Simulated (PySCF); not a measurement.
In(All)(OMe)2, C5H11InO2, SMILES C[O][In]([O]C)[CH2]C=C, GFN2-xTB optimised geometry.

```
19

In    -0.59     0.09     0.00
C     -1.93    -1.83     0.21
C     -1.08    -2.99     0.44
C     -0.77    -3.45     1.65
H     -2.47    -1.85    -0.73
H     -2.56    -1.57     1.05
H     -0.69    -3.49    -0.44
H     -1.15    -2.98     2.55
H     -0.16    -4.32     1.78
O      1.43     0.09     0.00
C      2.24    -1.05     0.08
H      1.97    -1.82    -0.66
H      3.27    -0.74    -0.12
H      2.20    -1.51     1.08
O     -1.25     2.02     0.00
C     -2.57     2.44    -0.12
H     -3.27     1.86     0.50
H     -2.61     3.49     0.22
H     -2.92     2.41    -1.16
```

Density from CAM-B3LYP/def2-SVP, def2 effective core potentials past Kr run with PySCF at that geometry. The core electrons that the potentials of In replace are not part of the density.

Minimum of the electron density along straight lines between bonded atoms, close to the bond critical point (lines longer than 1.1 times the sum of covalent radii, or with two minima, are not listed):

| bond | length / Å | ρ at the minimum / e bohr⁻³ | ∇²ρ there / e bohr⁻⁵ | position (fraction from the first atom) |
|---|---|---|---|---|
| In1–C2 | 2.348 | 0.070 | 0.09 | 0.51 |
| C2–C3 | 1.450 | 0.280 | -0.71 | 0.50 |
| C3–C4 | 1.333 | 0.341 | -0.91 | 0.51 |
| C2–H5 | 1.086 | 0.277 | -1.04 | 0.64 |
| C2–H6 | 1.087 | 0.277 | -1.03 | 0.64 |
| C3–H7 | 1.084 | 0.282 | -1.08 | 0.63 |
| C4–H8 | 1.079 | 0.281 | -1.07 | 0.63 |
| C4–H9 | 1.076 | 0.283 | -1.10 | 0.64 |
| In1–O10 | 2.028 | 0.094 | 0.54 | 0.52 |
| O10–C11 | 1.398 | 0.266 | -0.49 | 0.66 |
| C11–H12 | 1.097 | 0.277 | -1.03 | 0.63 |
| C11–H13 | 1.096 | 0.280 | -1.06 | 0.64 |
| C11–H14 | 1.096 | 0.279 | -1.04 | 0.63 |
| In1–O15 | 2.035 | 0.092 | 0.52 | 0.52 |
| O15–C16 | 1.397 | 0.267 | -0.49 | 0.66 |
| C16–H17 | 1.098 | 0.277 | -1.02 | 0.63 |
| C16–H18 | 1.096 | 0.280 | -1.07 | 0.64 |
| C16–H19 | 1.097 | 0.278 | -1.04 | 0.63 |
